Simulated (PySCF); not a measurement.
C4H3BrClF, SMILES C=C(F)/C(Br)=C/Cl. Coordinates come from a B3LYP-D3(BJ)/def2-SVP optimisation. The structure was generated by enumeration; whether it is a known compound was not checked. Other conformers were not sampled.

Question: Give the equilibrium geometry at B3LYP-D3(BJ)/def2-SVP (PySCF confirms it by a frequency run) as a Z-matrix, and its point group. (The exact figures need the calculation; the answer reports its results.)

Answer: This is not unique; one that fits is point group Cs.
```
C
C 1 1.3464
H 2 1.0901 1 119.88
C 1 1.4681 2 121.04 3 0.00
C 4 1.3357 1 128.69 2 180.00
F 4 1.3500 5 119.25 1 180.00
H 5 1.0876 4 120.72 6 180.00
H 5 1.0906 7 119.79 4 180.00
Cl 2 1.7173 3 114.73 1 180.00
Br 1 1.8943 2 121.48 3 180.00
```
Charge 0, spin multiplicity 1.
